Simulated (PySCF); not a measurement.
Compound: AlBiF₂H₄.
Bonds: F1–Al2, Al2–F3, Al2–Bi4. Hydrogens: H5 on Al2; H6, H7, H8 on Bi4.

Method used: PBE0-D3(BJ)/def2-SVP geometry optimisation, gas phase, def2 core potentials past Kr (PySCF 2.14.0).

**Question.** List the bond lengths and angles at this level.

**Answer.** 
```csv
bond,length (Å),order
"F1–Al2, Al2–F3",1.668,single
Al2–Bi4,2.976,single
Al2–H5,1.571,single
"Bi4–H6, Bi4–H7, Bi4–H8",1.774,single
```

Bonds in one row agree within 0.01 Å and their mean is given. Orders are formal, as drawn. A selection of angles:
```csv
angle,degrees
F1–Al2–F3,116.2
F1–Al2–Bi4,92.5
F1–Al2–H5,120.5
F3–Al2–H5,120.3
Bi4–Al2–H5,101.7
Al2–Bi4–H6,124.8
Al2–Bi4–H7,120.8
H6–Bi4–H7,94.2
H7–Bi4–H8,94.7
```

Bi4 (bismuth bonded to Al and 3 H) has angles from 94.2° to 124.8°. Al2 (aluminium bonded to Bi, 2 F and H) has angles from 92.5° to 120.5°.

No PBE0-D3(BJ)/def2-SVP frequencies stand behind this structure, so it isn't proved a minimum.

Hardware: an Arm Neoverse V1 with one thread (shared host). Cost: 39 s of wall time, 0.39 GiB resident at most. This is the geometry optimisation.
